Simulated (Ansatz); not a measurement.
Consider the substitution at a C–C bond: `CC[SiH2]C` + `C[Si](N)(O)F` → `CO[Si](C)(N)F` + `C[SiH2]C`.

Program: Ansatz. Geometries: PBE0-D4/def2-TZVP. ΔE: electronic, gas phase. CCSD(T)/CBS adds triple-zeta CCSD(T) − MP2 to the extrapolated MP2 energy (def2 sets, frozen cores). DFT in def2-TZVPP. One conformer a species, not always the lowest.

`CC[SiH2]C`:

Cartesian coordinates in Å:
```
C -1.537 -0.950 -0.195
C -0.878 0.275 -0.824
Si 0.974 0.378 -0.529
C 1.385 0.456 1.296
H -1.419 -0.955 0.892
H -2.608 -0.986 -0.405
H -1.097 -1.877 -0.573
H -1.338 1.193 -0.442
H -1.048 0.283 -1.906
H 1.631 -0.819 -1.132
H 1.519 1.585 -1.215
H 0.920 1.327 1.764
H 2.464 0.528 1.449
H 1.032 -0.437 1.818
```

`C[Si](N)(O)F`:

Z-matrix (Å, degrees):
```
C
Si 1 1.848
H 1 1.092 2 110.8
H 1 1.093 2 111.1 3 -120.3
H 1 1.092 2 110.7 3 120.3
N 2 1.691 1 110.6 3 63.5
O 2 1.638 1 115.0 3 -56.4
F 2 1.610 1 106.1 3 -172.5
H 6 1.006 2 121.6 1 -163.9
H 6 1.005 2 122.5 1 38.4
H 7 0.958 2 116.5 1 -92.6
```

`CO[Si](C)(N)F`:

Z-matrix (Å, degrees):
```
C
O 1 1.411
H 1 1.092 2 108.4
H 1 1.094 2 110.6 3 119.0
H 1 1.095 2 111.5 3 -119.9
Si 2 1.629 1 125.1 3 156.6
N 6 1.703 2 110.7 1 -49.8
C 6 1.845 2 105.8 1 -178.3
F 6 1.602 2 110.7 1 64.1
H 7 1.006 6 121.0 2 141.4
H 7 1.005 6 122.9 2 -62.5
H 8 1.092 6 110.8 2 -55.1
H 8 1.093 6 110.7 2 64.6
H 8 1.092 6 110.7 2 -175.6
```

`C[SiH2]C`:

Z-matrix (Å, degrees):
```
C
Si 1 1.872
H 1 1.093 2 110.9
H 1 1.092 2 111.0 3 120.0
H 1 1.093 2 110.9 3 -120.0
C 2 1.872 1 111.5 3 60.0
H 2 1.491 1 109.5 3 -178.7
H 2 1.491 1 109.5 3 -61.3
H 6 1.092 2 111.0 1 -180.0
H 6 1.093 2 110.9 1 -60.0
H 6 1.093 2 110.9 1 60.0
```

```csv
level,ΔE (kJ/mol)
ωB97X-V,39.6
HF/def2-TZVPP,32.7
MP2/def2-QZVPP,49.8
MP2/CBS(def2),51.0
```

Q: What does CCSD(T)/CBS give? (An estimate is asked.)

A: Ansatz gave: +45.9 kJ/mol. The listed levels differ from it by -6.3, -13.2, 3.9, 5.1 kJ/mol.

Largest T1 diagnostic among the species: 0.011.

In def2-TZVPP, CCSD(T) changes the Hartree–Fock value by +10.7 kJ/mol (the triples alone add +0.6 kJ/mol) and MP2 by +15.8 kJ/mol.
